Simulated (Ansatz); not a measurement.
Saddle point of BH₄O₃F, closed shell (BH₂O₂F ([OH][B]([OH])[F]) + H₂O → BH₃O₃ ([OH][B]([OH])[OH]) + HF; bonds formed: B1–O6, F2–H5; bonds broken: B1–F2, H5–O6), PBE0-D4/def2-TZVP structure:

```xyz
9
angstrom
B -0.1850 -0.0302 0.1845
F 0.2087 1.4078 -0.6984
O -1.5111 -0.2988 -0.0238
O 0.3152 0.0333 1.4593
H 0.8670 0.4880 -1.0559
O 0.8432 -0.6496 -0.7680
H -1.7906 -0.2309 -0.9374
H -0.3694 0.2015 2.1092
H 1.6219 -0.9213 -0.2695
```

Energies are electronic, without zero-point energy. Barriers and step energies count from the start structure reached by relaxing down the imaginary mode; all methods use the PBE0-D4 structures, on which another method's saddle can fall below an end. Program: Ansatz 0.2.0. Basis: def2-TZVPP, with def2-QZVPP for the basis limit. Cores are frozen in the correlated methods. B3LYP uses VWN-RPA correlation. Extrapolation: Hartree–Fock as exp(−7.88 √X), correlation as X^−2.97.

```tsv
method	barrier (eV)	step energy (eV)
SPW92	0.614	-0.321
PBE-D4	1.021	-0.135
BLYP-D4	1.210	-0.094
r2SCAN-D4	1.104	-0.092
B97M-V	1.319	-0.034
PBE0-D4	1.133	-0.128
B3LYP-D4	1.270	-0.098
r2SCAN0-D4	1.178	-0.101
BHLYP-D4	1.399	-0.086
CAM-B3LYP-D4	1.207	-0.127
wB97X-V	1.192	-0.084
wB97M-V	1.179	-0.082
B2PLYP	?	-0.093
PBE-QIDH	?	-0.122
RPA on PBE	?	-0.041
HF	1.834	0.044
MP2	1.196	-0.106
CCSD	1.347	-0.060
CCSD(T)	1.252	-0.079
```

(1) Fill in the withheld barriers. (An estimate is asked for; the value comes from the calculation.)

The T1 diagnostic stays at or below 0.012.

Results:

(1) Computed: RPA on PBE 1.235; PBE-QIDH 1.186; B2PLYP 1.270 eV. Each is the energy of the saddle less that of the start structure, by the same method.

For comparison, the barrier by CCSD(T) at an estimated basis limit (MP2 extrapolated from triple and quadruple zeta, plus CCSD(T) − MP2 in triple zeta) is 1.273 eV.

The step is the kind of ligand exchange by which a precursor binds to a hydroxyl group, or is hydrolysed, in atomic layer deposition of oxides.

Labels in which every atom is bracketed show which atoms are joined, not bond orders.

For scale, one of the runs: CCSD(T)/def2-TZVPP, 211 basis functions, launched by `ansatz run in.yaml --threads 4 --pin off --events-out ev --progress --plain --max-ram 9574MiB`. The run took 96 s on 4 CPU threads of an Arm Neoverse V1 (shared host), with 3.4 GiB of host memory at its peak.
